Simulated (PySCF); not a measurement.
**Bi2O2(OH)2 at several levels of theory**

Computed with PySCF 2.14.0 (density fitting, no spin-orbit coupling) at the geometry relaxed with PBE:

```xyz
8
Bi2O2(OH)2 (singlet; a saddle point, relaxed within its symmetry)
Bi   -0.0690    0.4296    1.6232
Bi   -0.0690    0.4296   -1.6232
O     0.6218    1.6430    0.0000
O    -0.6104   -0.8581    0.0000
O     1.7559   -0.4567    2.2237
H     2.2753   -0.7033    1.4311
O     1.7559   -0.4567   -2.2237
H     2.2753   -0.7033   -1.4311
```

```csv
level,basis,state,HOMO (eV),gap (eV),charge on Bi1 (e),dipole about the centre of mass (D),largest force component (eV/Å)
PBE,"Bi def2-SVP with ECP60, O def2-SVP, H def2-SVP",singlet,-6.00,3.34,0.94,2.87,0.02
PBE,"Bi def2-TZVP with ECP60, O def2-TZVP, H def2-TZVP",singlet,-6.40,3.48,1.03,3.36,0.66
PBE,"Bi x2c-SVPall, O x2c-SVPall, H x2c-SVPall",singlet,-5.99,3.34,0.99,2.93,0.55
```

Charges are Mulliken's, which hang on the basis. The relaxation used the grid (50, 194), these runs (75, 302) or, all-electron (x2c bases, spin-free X2C Hamiltonian), (99, 590).

**Question.** Order these levels, in the first row's basis, by the HOMO–LUMO gap they give here, smallest first.
A. CAM-B3LYP
B. TPSSh
C. wB97X
D. HF

**Answer.** B (4.39 eV), A (7.83 eV), C (9.77 eV), D (11.46 eV).

**Question.** And their other results?

**Answer.** 
```
    level    state  HOMO (eV)  gap (eV)  charge on Bi1 (e)  dipole about the centre of mass (D)  largest force component (eV/Å)
CAM-B3LYP  singlet      -8.92      7.83               1.08                                 3.57                            1.06
       HF  singlet     -10.59     11.46               1.45                                 4.47                            2.14
    TPSSh  singlet      -6.74      4.39               1.04                                 3.22                            0.47
    wB97X  singlet      -9.88      9.77               1.12                                 3.75                            1.09
```

In the first row's basis the gap widens with exact exchange: 3.3 eV for PBE (none); 4.4 eV for TPSSh (a fixed share); 7.8 to 11.5 eV for CAM-B3LYP, wB97X, Hartree–Fock (rising or full at long range).
